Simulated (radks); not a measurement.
Task: Ca III, configuration [Ar]. Method: Dirac Kohn-Sham, exchange-only PBE, spin-unpolarised, spherical densities, finite nucleus; Fermi nuclear charge, rms radius 3.4776 fm; computed with a radial shooting solver on a logarithmic mesh with Libxc functionals. Some entries of the table are withheld. Estimate them.

orbital,occ.,eigenvalue (eV),<1/r> (bohr^-1),<r> (bohr)
1s1/2,2,-3964.017,19.74,0.07684
2s1/2,2,-428.4082,4.054,0.3643
2p1/2,2,(1),(2),(3)
2p3/2,4,(4),(5),(6)
3s1/2,2,-60.9383,1.214,(7)
3p1/2,2,(8),(9),1.258
3p3/2,4,(10),(11),1.266

Result: 
(1) 2p1/2 eigenvalue (eV): -351.3542
(2) 2p1/2 <1/r> (bohr^-1): 3.980
(3) 2p1/2 <r> (bohr): 0.3261
(4) 2p3/2 eigenvalue (eV): -347.6641
(5) 2p3/2 <1/r> (bohr^-1): 3.938
(6) 2p3/2 <r> (bohr): 0.3286
(7) 3s1/2 <r> (bohr): 1.153
(8) 3p1/2 eigenvalue (eV): -42.0895
(9) 3p1/2 <1/r> (bohr^-1): 1.089
(10) 3p3/2 eigenvalue (eV): -41.6999
(11) 3p3/2 <1/r> (bohr^-1): 1.081
